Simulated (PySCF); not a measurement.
## A small calculation by hand: chemical shift, span and skew from a shielding tensor

F2OS, SMILES O=S(F)F. Atoms are numbered in the order given.

```xyz
4

O      1.3643     0.3468     0.0000
S      0.1599    -0.4034     0.0000
F     -0.7485     0.2044     1.1520
F     -0.7485     0.2044    -1.1520
```

The structure is a stationary point at PBE0-D3(BJ)/def2-TZVP.

GIAO shieldings from PBE0/pcSseg-2 in PySCF, non-relativistic, no solvent. The symmetric part of the tensor of F3 has the principal values -55.1, 47.2, 315.1 ppm. The same nucleus in CFCl3 has σ = 165.8 ppm at this level (PySCF, at its B3LYP-D3(BJ)/def2-TZVP geometry).

Problem. Work out the isotropic shielding, the ¹⁹F shift against CFCl3, the span and the skew.

Solution. 
σ(iso) = (σ11 + σ22 + σ33)/3 = 102.4 ppm. δ = σ(ref) − σ(iso) = 165.8 − (102.4) = 63.4 ppm.
Span Ω = σ33 − σ11 = 370.2 ppm. Skew κ = 3(σ(iso) − σ22)/Ω = 0.45. Tumbling in solution averages the tensor to δ; in a static solid the shielding alone would spread this spin-1/2 line over Ω.
